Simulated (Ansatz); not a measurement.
C2H10GeOSi (`C[O][GeH]([CH3])[SiH3]`). Charge 0, multiplicity 1. All single points use the PBE0-D4/def2-TZVP geometry. It is one conformer, not always the lowest.

```xyz
15

C    -2.304   -0.407   -0.401
O    -1.003   -0.725   -0.822
Ge    0.333    0.389   -0.395
C     1.859   -0.309   -1.376
Si    0.635    0.392    1.981
H    -2.633    0.573   -0.774
H    -2.985   -1.165   -0.794
H    -2.400   -0.401    0.694
H    -0.072    1.800   -0.894
H     2.736    0.319   -1.218
H     2.083   -1.322   -1.040
H     1.624   -0.332   -2.441
H    -0.611    0.803    2.681
H     1.715    1.350    2.346
H     1.023   -0.965    2.451
```

(1) What is the dipole moment at PBE/def2-TZVPP? (Best estimate.)

(2) And with r2SCAN, B3LYP, ωB97M-V? (Estimate.)

(3) Give the Mulliken charges with PBE, r2SCAN, ωB97M-V in def2-TZVPP. (Estimate.)

Answers

(1) Computed: 0.67 D, with components (0.43, 0.52, 0.03) D in this frame, pointing from negative to positive charge.

(2) Ansatz gave: r2SCAN 0.72 D, B3LYP 0.77 D, ωB97M-V 0.81 D.

(3) The calculation gave: 
```tsv
atom	PBE	r2SCAN	ωB97M-V
C1	-0.13	0.02	-0.17
O2	-0.36	-0.43	-0.42
Ge3	0.41	0.40	0.33
C4	-0.37	-0.28	-0.43
Si5	0.02	0.11	0.02
H6	0.09	0.05	0.11
H7	0.10	0.06	0.12
H8	0.08	0.04	0.09
H9	-0.05	-0.04	0.00
H10	0.11	0.08	0.13
H11	0.11	0.09	0.13
H12	0.12	0.09	0.14
H13	-0.04	-0.06	-0.01
H14	-0.04	-0.06	-0.01
H15	-0.04	-0.06	-0.01
```

B3LYP here is the variant with VWN-RPA as its local correlation; programs differ in this.
